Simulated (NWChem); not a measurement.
System: GeH2SO, singlet; SMILES [OH][Ge][SH]

Input file for NWChem:

```
start job
memory heap 200 mb stack 900 mb global 1100 mb
geometry units angstroms noautosym nocenter noautoz
  Ge    -0.442092    -0.551394     0.000000
  O      1.160449    -1.329509     0.000000
  H      1.936469    -0.755360     0.000000
  S      0.266973     1.604811     0.000000
  H     -0.985161     2.111620     0.000000
end
basis spherical
  Ge library 6-31g*
  O library 6-31g*
  H library 6-31g*
  S library 6-31g*
end
dft
  xc b3lyp
  iterations 150
end
property
  shielding
end
task dft property
```

Output (shortened):

```
             Northwest Computational Chemistry Package (NWChem) 7.3.0
             --------------------------------------------------------

                             Geometry "geometry" -> ""
                             -------------------------

 Output coordinates in angstroms (scale by  1.889725989 to convert to a.u.)

  No.       Tag          Charge          X              Y              Z
 ---- ---------------- ---------- -------------- -------------- --------------
    1 Ge                  32.0000    -0.44209200    -0.55139400     0.00000000
    2 O                    8.0000     1.16044900    -1.32950900     0.00000000
    3 H                    1.0000     1.93646900    -0.75536000     0.00000000
    4 S                   16.0000     0.26697300     1.60481100     0.00000000
    5 H                    1.0000    -0.98516100     2.11162000     0.00000000

 Effective nuclear repulsion energy (a.u.)     245.5726313671

                              NWChem Property Module
                              ----------------------

  itol2e modified to match energy
  convergence criterion.

                                 NWChem DFT Module
                                 -----------------

 Summary of "ao basis" -> "ao basis" (spherical)
 ------------------------------------------------------------------------------
       Tag                 Description            Shells   Functions and Types
 ---------------- ------------------------------  ------  ---------------------
 Ge                          6-31g*                 12       32   5s4p3d
 O                           6-31g*                  6       14   3s2p1d
 H                           6-31g*                  2        2   2s
 S                           6-31g*                  8       18   4s3p1d

  itol2e modified to match energy
  convergence criterion.

[...]

          -----------------------------------------
          Chemical Shielding Tensors (GIAO, in ppm)
          -----------------------------------------

                                NWChem CPHF Module
                                ------------------

  scftype          =     RHF
  nclosed          =       29
  nopen            =        0
  variables        =     1131
  # of vectors     =        3
  tolerance        = 0.10D-03
  level shift      = 0.00D+00
  max iterations   =       50
  max subspace     =       30

 SCF residual:    1.7415632566774035E-005

Iterative solution of linear equations
  No. of variables     1131
  No. of equations        3
  Maximum subspace       30
        Iterations       50
       Convergence  1.0D-04

   iter   nsub   residual    time
   ----  ------  --------  ---------
     1      3    6.43D-01      41.1
     2      6    2.34D-02      46.2
     3      9    1.14D-03      51.1
     4     12    1.01D-04      56.1
     5     15    2.85D-06      61.2

      Atom:    1  Ge
        Diamagnetic
   2754.8436     -0.0100      0.0000
     -0.0100   2758.9895     -0.0000
      0.0000     -0.0000   2749.7198

        Paramagnetic
  -1902.2015    477.4399      0.0000
    477.4399  -1859.5908     -0.0000
      0.0000     -0.0000  -1307.8207

        Total Shielding Tensor
    852.6421    477.4300      0.0000
    477.4300    899.3987     -0.0000
      0.0000     -0.0000   1441.8991

           isotropic =    1064.6466
          anisotropy =     565.8787

          Principal Components and Axis System
                 1           2           3
             1441.8991   1354.0224    398.0184

      1        -0.0000      0.6896      0.7242
      2        -0.0000      0.7242     -0.6896
      3         1.0000      0.0000     -0.0000

      Atom:    2  O
        Diamagnetic
    409.7533     -5.4497     -0.0000
     -5.4497    386.0083      0.0000
     -0.0000      0.0000    371.8129

        Paramagnetic
   -328.1695   -132.8013     -0.0000
   -132.8013   -459.7894     -0.0000
     -0.0000     -0.0000   -102.2879

        Total Shielding Tensor
     81.5839   -138.2509     -0.0000
   -138.2509    -73.7811     -0.0000
     -0.0000     -0.0000    269.5249

           isotropic =      92.4426
          anisotropy =     265.6236

          Principal Components and Axis System
                 1           2           3
              269.5249    162.4823   -154.6795

      1        -0.0000      0.8631      0.5050
      2        -0.0000     -0.5050      0.8631
      3         1.0000      0.0000      0.0000

      Atom:    3  H
        Diamagnetic
     42.0819      7.7722     -0.0000
      7.7722     26.7028      0.0000
     -0.0000      0.0000     15.4619

        Paramagnetic
     -9.1176     -9.5310      0.0000
     -9.5310     -5.3822     -0.0000
      0.0000     -0.0000      6.5440

        Total Shielding Tensor
     32.9644     -1.7588     -0.0000
     -1.7588     21.3206     -0.0000
     -0.0000     -0.0000     22.0059

           isotropic =      25.4303
          anisotropy =      11.6910

          Principal Components and Axis System
                 1           2           3
               33.2242     22.0059     21.0607

      1         0.9893     -0.0000      0.1462
      2        -0.1462     -0.0000      0.9893
      3        -0.0000      1.0000      0.0000

      Atom:    4  S
        Diamagnetic
   1055.8728      0.4919      0.0000
      0.4919   1062.2561     -0.0000
      0.0000     -0.0000   1050.3982

[...]
```

Level: B3LYP/6-31G* (spherical d), GIAO. Low-valent species are run as closed-shell singlets; no triplet was tried in these runs. All runs use the structure optimised with PBE0/def2-SVP. The printed shielding anisotropy is the first printed principal value minus the mean of the other two.
